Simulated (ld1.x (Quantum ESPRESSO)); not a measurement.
## Au: one change to a TM potential, before and after

Au (Z = 79), norm-conserving Troullier–Martins (Kleinman–Bylander form), made with ld1.x (Quantum ESPRESSO) 7.5 (LDA (PZ), fully relativistic). Core [Xe] 4f14, reference 5d9 6s2 6p0. Waves: 6s (bound): rc 2.05 bohr; 6p (bound, empty): rc 3.40 bohr; 5d (bound): rc 2.05 bohr. Local part: all-electron potential smoothed inside 2.00 bohr (lloc = -2). Core correction: Bessel-smoothed model core inside 1.70 bohr.

Open shells are filled in proportion to 2j + 1 (rel_dist='average').

Change: functional PBEsol.

Cutoffs: the cutoffs (Ry, on a coarse ladder) from which the occupation-weighted sum of valence levels, in a spherical-Bessel basis at the reference potential, stays within 10 and 1 mRy of its value at 400 Ry; they do not see the model core or the augmentation charge, which bear on the density cutoff. Errors are all-electron minus pseudo energies relative to the spin-unpolarised reference configuration.

What does the change do?

The potential gets neither clearly harder nor softer (45 Ry and 60 Ry → 45 Ry and 60 Ry); of the 7 tests that both files solve, the error grows in 2 and shrinks in 0 by more than 15 % and 0.3 meV (median size 68.7 → 77.5 meV); neither file shows a bound ghost.

```tsv
quantity	base	changed
cutoff, loose	45 Ry	45 Ry
cutoff, tight	60 Ry	60 Ry
bound ghosts	none	none
error for 5d10 6s1 6p0, meV [ΔE -1.62 → -1.69 eV]	-47	-51
error for 5d10 6s0 6p0, meV [ΔE 8.17 → 7.76 eV]	-99	-110
error for 5d9 6s0 6p0, meV [ΔE 29.69 → 29.02 eV]	-34	-43
error for 5d7 6s0 6p0, meV [ΔE 111.84 → 110.66 eV]	-303	-332
error for 5d10 6s0 6p1, meV [ΔE 3.72 → 3.60 eV]	-65	-73
error for 5d10 6s0.5 6p0, meV [ΔE 2.33 → 2.11 eV]	-70	-77
error for 5d8 6s0 6p0, meV [ΔE 63.86 → 62.93 eV]	-69	-80
s: phases at 3.71 bohr within 0.05 rad from the reference energy up to (Ry; the scan ends near 5)	0.7	0.7
p1/2: phases at 3.71 bohr within 0.05 rad from the reference energy up to (Ry; the scan ends near 5)	1.2	1.2
p3/2: phases at 3.71 bohr within 0.05 rad from the reference energy up to (Ry; the scan ends near 5)	1.2	1.2
d3/2: phases at 3.71 bohr within 0.05 rad from the reference energy up to (Ry; the scan ends near 5)	3.6	3.6
d5/2: phases at 3.71 bohr within 0.05 rad from the reference energy up to (Ry; the scan ends near 5)	3.7	3.7
```
